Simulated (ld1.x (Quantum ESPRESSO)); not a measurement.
# N (Z = 7): variants of one TM semilocal potential

Base potential:

ld1.x (Quantum ESPRESSO) 7.5 input, shortened:

```
&input
   title='N', zed=7., rel=0, dft='REVPBE', iswitch=3,
   config='[He] 2s2 2p1.5'
 /
 &inputp
   pseudotype=1, tm=.true., lloc=0,
   nlcc=.true., new_core_ps=.true.
 /
2
2P  2  1   1.50   0.00  1.00  1.00  0.0
2S  1  0   2.00   0.00  1.10  1.10  0.0
 &test
   configts(1)='2s2 2p1.5'
 /
```

All-electron outer shells of the reference configuration (revPBE, non-relativistic, ld1.x):

```csv
shell,level (eV),outermost node (bohr),outermost maximum (bohr)
2s,-40.52,0.32,0.98
2p,-28.67,–,0.90
```

Cutoffs, loose and tight: the cutoffs (Ry, on a coarse ladder) from which the occupation-weighted sum of valence levels, in a spherical-Bessel basis at the reference potential, stays within 10 and 1 mRy of its value at 400 Ry. They do not see the model core or the augmentation charge, which bear on the density cutoff. Test errors are all-electron minus pseudo excitation energies from the reference, over the configurations 2s2 2p3; 2s2 2p2; 2s2 2p1; 2s1 2p0; 2s2 2p0; 2s2 2p2.5; 2s2 2p3.3. A dash means not determined; rows that change the core or the reference have their own tests.

In the semilocal form every listed channel keeps its own potential, so the choice of the local channel does not act on these tests. It acts once the file is put into the separable form.

A semilocal file is local in each channel, so a ghost entry of none says nothing of the separable form that plane-wave codes build from it.

The default core radius of the base comes out at 0.43 bohr.

| change | outcome | cutoff, loose | cutoff, tight | bound ghosts | largest test error (meV) |
| --- | --- | --- | --- | --- | --- |
| base | generated | 90 Ry | 120 Ry | none | +181 |
| reference 2s1 2p4 | generated | 100 Ry | 140 Ry | none | +313 |
| core correction Bessel-smoothed model core inside 0.50 bohr | generated | 90 Ry | 120 Ry | none | +212 |
| wave 2p (bound): rc 1.00 bohr becomes 2p (bound): rc 0.76 bohr | generated | 120 Ry | 180 Ry | none | +103 |
| wave 2s (bound): rc 1.10 bohr becomes 2s (bound): rc 1.32 bohr | generated | 90 Ry | 110 Ry | none | +175 |
| functional BP86 | generated | 90 Ry | 120 Ry | none | +169 |
| all radii but the core radius scaled by about 0.86 (s 0.94, p 0.86 bohr) | generated | 110 Ry | 160 Ry | none | +130 |
| wave 2s (bound): rc 1.10 bohr becomes 2s (bound): rc 1.66 bohr | generated | 90 Ry | 110 Ry | none | +252 |
| core correction none | generated | 90 Ry | 120 Ry | none | +352 |

Q: What comes out with this change to the base: type ultrasoft, which also changes the form from semilocal to separable; waves now 2s (bound): rcut 0.95, rcutus 1.10 bohr; 2s channel at -2.2 Ry: rcut 0.95, rcutus 1.10 bohr; 2p (bound): rcut 0.85, rcutus 1.00 bohr; 2p channel at -1.7 Ry: rcut 0.85, rcutus 1.00 bohr; local potential all-electron potential smoothed inside 0.80 bohr (lloc = -1); augmentation PSQ, inside the norm-conserving radii?

A: outcome: generated; cutoff, loose: 60 Ry; cutoff, tight: 80 Ry; bound ghosts: none; largest test error (meV): -47.

Q: What comes out with this change to the base: wave 2p (bound): rc 1.00 bohr becomes 2p (bound): rc 1.14 bohr?

A: outcome: generated; cutoff, loose: 80 Ry; cutoff, tight: 120 Ry; bound ghosts: none; largest test error (meV): +257.
